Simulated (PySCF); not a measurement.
All values below come from B3LYP-D3(BJ)/def2-TZVP // r2SCAN-D4/def2-SVP in PySCF. Isolated molecules, 0 K electronic values unless said otherwise. B3LYP has the VWN-RPA correlation part, as in Gaussian. 

Reference species: [Hf(Cl)4] (neutral, multiplicity 1).

The HOMO is -9.42 eV and the LUMO is -2.42 eV.

Changed species: [Hf(F)4] (4 of 4 Cl replaced by F; the reference has 0 of 4 Cl replaced by F).

### Question
Predict the effect on the HOMO and LUMO.

### Answer
the HOMO drops by 2.44 eV, to -11.86 eV; the LUMO rises by 1.10 eV, to -1.32 eV.
